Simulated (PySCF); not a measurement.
# Working out the ionisation energy of Cd

Cd [Kr] 4d10 5s2 (1S) → Cd⁺ [Kr] 4d10 5s1 (2S). Calculation: PySCF 2.14, in def2-QZVPPD with the def2 core potential (28 electrons); a scalar-relativistic core potential. Frozen: 4s2 4p6. Energies in hartree (1 hartree = 27.21139 eV):

```csv
part,Cd (lower),Cd⁺ (upper)
UHF,-166.884913,-166.615296
CCSD correlation,-0.445957,-0.395138
(T),-0.018804,-0.013888
```

Problem. What does Hartree-Fock give?

Solution. (-166.615296) − (-166.884913) = 0.269617 hartree = 7.337 eV.

Problem. What do CCSD and CCSD(T) give?

Solution. The CCSD correlation energies differ by 0.050819 hartree = 1.383 eV and the triples by 0.004916 hartree = 0.134 eV, so CCSD gives 8.720 eV and CCSD(T) 8.854 eV.

Measured between the centres of the two terms (NIST): 8.994 eV, so CCSD(T) (valence) is off by -0.140 eV.

What remains against the reference includes basis incompleteness, the frozen core and higher excitations.
